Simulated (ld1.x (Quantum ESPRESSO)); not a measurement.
# silver: one change to an RRKJ potential, before and after

```
Element                 : silver
Generator               : ld1.x (Quantum ESPRESSO) 7.5
Type                    : norm-conserving RRKJ (Kleinman–Bylander form)
Functional              : LDA (PZ)
Relativity              : fully relativistic
Frozen core             : [Ar] 3d10 4s2
Valence charge          : 17
Reference configuration : 4p6 4d10 5s1 5p0
Partial waves           : 4p (bound): rc 1.40 bohr; 4d (bound): rc 1.30 bohr; 5s (bound): rc 2.70 bohr
Local potential         : the s channel
Core correction         : Bessel-smoothed model core inside 1.10 bohr
rho0                    : 0.02
```

Open shells are filled in proportion to 2j + 1 (rel_dist='average').

Change: wave 5s (bound): rc 2.70 bohr becomes 5s (bound): rc 3.08 bohr.

Cutoffs: the cutoffs (Ry, on a coarse ladder) from which the occupation-weighted sum of valence levels, in a spherical-Bessel basis at the reference potential, stays within 10 and 1 mRy of its value at 400 Ry; they do not see the model core or the augmentation charge, which bear on the density cutoff. Errors are all-electron minus pseudo energies relative to the spin-unpolarised reference configuration.

Question: Predict the effect on cutoff, ghosts and configuration errors.

Answer: The potential gets neither clearly harder nor softer (70 Ry and 120 Ry → 70 Ry and 120 Ry); of the 7 tests that both files solve, the error grows in 3 and shrinks in 2 by more than 15 % and 0.3 meV (median size 91.6 → 128.8 meV); neither file shows a bound ghost at the reference potential, the only one tested.

```tsv
quantity	base	changed
cutoff, loose	70 Ry	70 Ry
cutoff, tight	120 Ry	120 Ry
bound ghosts	none	none
error for 4p6 4d10 5s0 5p0, meV [ΔE 8.10 eV]	-8.2	-7.3
error for 4p6 4d9 5s0 5p0, meV [ΔE 30.49 eV]	-92	-129
error for 4p6 4d8 5s0 5p0, meV [ΔE 66.92 eV]	-440	-552
error for 4p6 4d9 5s1 5p0, meV [ΔE 13.38 eV]	-66	-43
error for 4p6 4d7 5s0 5p0, meV [ΔE 118.84 eV]	-1111	-1334
error for 4p6 4d10 5s0 5p1, meV [ΔE 4.02 eV]	-485	-487
error for 4p6 4d10 5s0.5 5p0, meV [ΔE 3.19 eV]	-1.4	-0.9
```

Base: These tests converged, but a pseudo level misses the all-electron one widely, so the file describes the atom poorly there or has found another state: 4p6 4d9 5s0 5p0: empty 5p by 2.0 eV; 4p6 4d8 5s0 5p0: empty 5p by 3.2 eV; 4p6 4d7 5s0 5p0: empty 5p by 4.6 eV (a node warning on the way). Changed file: These tests converged, but a pseudo level misses the all-electron one widely, so the file describes the atom poorly there or has found another state: 4p6 4d9 5s0 5p0: empty 5p by 2.1 eV; 4p6 4d8 5s0 5p0: empty 5p by 3.3 eV (a node warning on the way); 4p6 4d7 5s0 5p0: empty 5p by 4.8 eV.
